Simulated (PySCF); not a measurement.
AsH5, SMILES [AsH5]. Atoms are numbered in the order given.

```xyz
6

As     0.0000     0.0000     0.0000
H      0.0000     0.0000     1.6034
H      0.0000     0.0000    -1.6034
H      1.5291     0.0000     0.0000
H     -0.7646     1.3243     0.0000
H     -0.7646    -1.3243     0.0000
```
Charge 0, spin multiplicity 1.

Geometry: PBE0-D3(BJ)/def2-TZVP.

Computed with PBE0/pcSseg-2 in PySCF.

GIAO shieldings, no solvent; atoms listed in one row are averaged. δ = σ(ref) − σ: ⁷⁵As against AsH3 (σ = 1914.7 ppm); ¹H against TMS (σ = 31.54 ppm), references at their B3LYP-D3(BJ)/def2-TZVP geometries, non-relativistic.

```
nucleus       atoms  count  δ (ppm)
-------  ----------  -----  -------
⁷⁵As            As1      1    140.6
¹H       H5, H6, H4      3     8.44
¹H           H2, H3      2     7.12
```
